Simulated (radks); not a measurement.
Values are calculated unless marked as measured or tabulated.
All-electron atom: Yb in [Kr] 4d10 4f14 5s2 5p5 6s2 7s1 (not the ground configuration). Level of theory: Dirac Kohn-Sham, PW91, spin-unpolarised, spherical densities, finite nucleus; open shells fill j = l - 1/2 first; Fermi nuclear charge, rms radius 5.3108 fm (a radial shooting solver on a logarithmic mesh with Libxc functionals). Some entries of the table are withheld. Estimate them.

orbital,occ.,eigenvalue (Ry),<1/r> (bohr^-1)
1s1/2,2,-4495.513,80.61
2s1/2,2,-761.7605,19.47
2p1/2,2,-726.7560,19.44
2p3/2,4,-649.7768,16.69
3s1/2,2,-172.1577,7.134
3p1/2,2,-156.6806,7.052
3p3/2,4,-140.3415,6.346
3d3/2,4,(1),(2)
3d5/2,6,(3),(4)
4s1/2,2,-34.36545,2.984
4p1/2,2,-28.09930,2.874
4p3/2,4,-24.40334,2.628
4d3/2,4,-14.08905,2.405
4d5/2,6,-13.41678,2.344
5s1/2,2,-4.66491,1.113
5p1/2,2,-2.94966,(5)
5p3/2,3,-2.48264,(6)
4f5/2,6,(7),1.762
4f7/2,8,(8),1.730
6s1/2,2,-0.56878,0.3775
6p1/2,0,-0.28619,0.2949
6p3/2,0,-0.24700,0.2714
7s1/2,1,-0.10310,0.1336

Answer. 
(1) 3d3/2 eigenvalue (Ry): -113.9497
(2) 3d3/2 <1/r> (bohr^-1): 6.234
(3) 3d5/2 eigenvalue (Ry): -110.3794
(4) 3d5/2 <1/r> (bohr^-1): 6.063
(5) 5p1/2 <1/r> (bohr^-1): 0.9806
(6) 5p3/2 <1/r> (bohr^-1): 0.8957
(7) 4f5/2 eigenvalue (Ry): -0.90792
(8) 4f7/2 eigenvalue (Ry): -0.81013
